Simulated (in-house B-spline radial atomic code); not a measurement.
RPA and G0W0 for the technetium ion Tc⁺, [Kr] 4d5 5s1, highest spin, as one setting changes: the radius of a hard wall (bohr). Start: PBE. A dash marks a level of low quasi-particle weight. Computed with a B-spline radial code for spherical atoms: all electrons, scalar-relativistic (spin-free one-electron X2C), finite nucleus, each spin shell either full or empty, empty states to l = 9 with an (l + 1/2)⁻⁴ tail; G0W0 by contour deformation at full frequency.

RPA overbinds a lone outer s electron by self-correlation, and G0W0 tends to as well.

```csv
radius of a hard wall (bohr),mean-field level (eV),G0W0 level (eV),RPA correlation (Eh)
2.5,42.78,5s up 36.28,-3.2195
3,?,?,?
3.5,?,?,?
4,-5.850,5s up -10.759,-3.1635
5,-10.393,5s up -14.785,-3.1547
6,-11.651,5s up -15.728,-3.1499
8,-12.115,5s up -15.931,-3.1466
12,-12.150,5s up -15.910,-3.1456
```

(1) What belongs in the row for 3.5?

(2) What belongs in the row for 3?

Results:

(1) mean-field level (eV): 0.170; G0W0 level (eV): 5s up -5.103; RPA correlation (Eh): -3.1711.

(2) mean-field level (eV): 13.011; G0W0 level (eV): 5s up 7.255; RPA correlation (Eh): -3.1854.
